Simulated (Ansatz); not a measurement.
C2H7BO, SMILES `CBOC`, relaxed with RKS PBE0-D4/def2-TZVP in the Gaussian-basis code of Ansatz from a PBE-D4/def2-SVP geometry. The force threshold is 0.005 eV/Å; the program also tests the step.

The species carries charge 0 and has multiplicity 1.

Start:

```xyz
11

C     1.538    0.854    0.796
B     0.525   -0.148    0.137
O    -0.731    0.272   -0.165
C    -1.703   -0.570   -0.763
H     1.112    1.860    0.979
H     1.914    0.442    1.758
H     2.439    0.959    0.153
H     0.830   -1.312   -0.120
H    -2.593   -0.630   -0.103
H    -1.309   -1.595   -0.939
H    -2.022   -0.132   -1.732
```

(1) By how much does the energy fall, and how many steps does the optimiser take? (An estimate is asked.)

(2) Which bonds change most? (Estimate.)

(3) Give the relaxed structure. (An estimate is asked.)

## Answers

(1) Ansatz gave: 0.04 eV, in 3 steps.

(2) Computed: B2–H8 from 1.230 to 1.208 Å; C4–H10 from 1.112 to 1.094 Å; C4–H11 from 1.110 to 1.092 Å; C4–H9 from 1.110 to 1.092 Å.

(3) The calculation gave: 
```xyz
11

C     1.528    0.844    0.789
B     0.515   -0.145    0.134
O    -0.730    0.277   -0.163
C    -1.690   -0.568   -0.758
H     1.110    1.837    0.968
H     1.893    0.440    1.740
H     2.417    0.947    0.156
H     0.809   -1.289   -0.121
H    -2.562   -0.633   -0.104
H    -1.289   -1.572   -0.927
H    -2.002   -0.137   -1.712
```
